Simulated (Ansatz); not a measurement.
`Cl[SiH2][SiH](Cl)Cl`. Total charge 0; spin multiplicity 1.

```xyz
8

Cl    0.499    2.576    0.447
Si    0.990    0.666   -0.135
Si   -0.869   -0.706    0.224
Cl   -2.415   -0.056   -0.948
Cl   -0.345   -2.615   -0.313
H     2.144    0.205    0.676
H     1.344    0.673   -1.574
H    -1.348   -0.744    1.624
```

(1) List the harmonic frequencies (cm⁻¹, unscaled) at PBE0-D4/def2-TZVP in Ansatz. (An estimate is asked.)

(2) Is this a minimum?

(3) Give the ideal-gas thermochemistry at 298.15 K and 1 bar (rigid rotor, harmonic oscillator; point group C1, symmetry number 1).

Results:

(1) Ansatz gave: 34, 62, 136, 147, 198, 404, 487, 532, 560, 585, 676, 735, 781, 830, 927, 2234, 2249, 2254.

(2) Yes, all 18 modes are real.

(3) Zero-point energy 82.7 kJ/mol; H(298) − E = 106.0 kJ/mol; entropy 390.2 J/(mol·K), of which translation 172.6, rotation 125.3, vibration 92.3; G(298) − E = -10.4 kJ/mol. Modes under 100 cm⁻¹ are hindered rotations or soft bends, so the harmonic entropy is rough.
